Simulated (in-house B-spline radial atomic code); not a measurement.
A fraction x of an electron is removed from 3p in V IV (V3+), starting from [Ar] 3d2 and keeping the highest spin. Method: scalar-relativistic (X2C) PBE0, spin-polarised, spherical fractional occupations, Fermi nucleus of rms radius 3.6002 fm. Calculated with a radial B-spline atomic code at the basis-set limit.

Caution: exact exchange at fractional occupations of open shells leaves self-interaction of up to several eV.

```json
{"x": "0", "E(x) - E(0) (eV)": "0.0000", "3p down level (eV)": "-79.143"}
{"x": "0.06", "E(x) - E(0) (eV)": "4.7778", "3p down level (eV)": "-80.117"}
{"x": "0.21", "E(x) - E(0) (eV)": "?", "3p down level (eV)": "?"}
{"x": "0.37", "E(x) - E(0) (eV)": "30.4028", "3p down level (eV)": "-85.227"}
{"x": "0.43", "E(x) - E(0) (eV)": "35.5464", "3p down level (eV)": "-86.230"}
{"x": "0.5", "E(x) - E(0) (eV)": "?", "3p down level (eV)": "?"}
{"x": "0.57", "E(x) - E(0) (eV)": "47.7833", "3p down level (eV)": "-88.587"}
{"x": "0.68", "E(x) - E(0) (eV)": "57.6304", "3p down level (eV)": "-90.454"}
{"x": "0.84", "E(x) - E(0) (eV)": "72.3218", "3p down level (eV)": "-93.192"}
{"x": "0.99", "E(x) - E(0) (eV)": "86.4946", "3p down level (eV)": "-95.782"}
{"x": "1", "E(x) - E(0) (eV)": "87.4533", "3p down level (eV)": "-95.956"}
```

Question: What belongs in the row x = 0.21?

Answer: An energy change of 16.9792 eV; 3p down at -82.574 eV.

Question: What belongs in the row x = 0.5?

Answer: An energy change of 41.6236 eV; 3p down at -87.405 eV.

Question: Check Janak's theorem between x = 0.37 and 0.43.

Answer: The slope of the energy is 85.73 eV; the orbital levels give 85.73 eV (-ε of the emptying orbital, averaged over the two points).
